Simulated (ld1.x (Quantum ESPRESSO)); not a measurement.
# Plane-wave convergence, TM potential for Cl

| Item | Value |
| --- | --- |
| Element | Cl |
| Generator | ld1.x (Quantum ESPRESSO) 7.5 |
| Type | norm-conserving Troullier–Martins (Kleinman–Bylander form) |
| Functional | LDA (PZ) |
| Relativity | non-relativistic |
| Frozen core | [Ne] |
| Valence charge | 7 |
| Reference configuration | 3s2 3p4.5 (charge +0.5) |
| Partial waves | 3s (bound): rc 1.25 bohr; 3p (bound): rc 1.50 bohr |
| Local potential | all-electron potential smoothed inside 1.30 bohr (lloc = -1) |
| Core correction | a·sin(br)/r model core inside 1.10 bohr |

The pseudo-atom Hamiltonian at the reference potential is diagonalised in spherical Bessel functions j_l(qr) that vanish at 20 bohr, with q² up to the cutoff. All-electron valence levels (Ry): 3s -1.9111, 3p -1.0231.

**Question.** How do the lowest levels (Ry) of each channel move with the cutoff, and are there ghosts?

**Answer.**

```
cutoff (Ry)     s #1     p #1     p #2     d #1    f #1    f #2  Σ f·Δε (mRy)
          8  -1.7493  -0.9542  -0.0816  -0.0274  0.0414  0.1620         633.9
         15  -1.8392  -1.0202  -0.0865  -0.0299  0.0414  0.1620         157.0
         30  -1.9046  -1.0220  -0.0866  -0.0315  0.0414  0.1620          17.8
         45  -1.9061  -1.0230  -0.0866  -0.0317  0.0414  0.1620          10.5
         70  -1.9107  -1.0231  -0.0866  -0.0317  0.0414  0.1620           1.1
        100  -1.9110  -1.0231  -0.0866  -0.0317  0.0414  0.1620           0.4
        400  -1.9111  -1.0231  -0.0866  -0.0317  0.0414  0.1620           0.0
```

Result: no extra level below or beside the all-electron valence levels (s, p, d, f tested); 10 mRy is reached at 50 Ry and 1 mRy at 80 Ry.
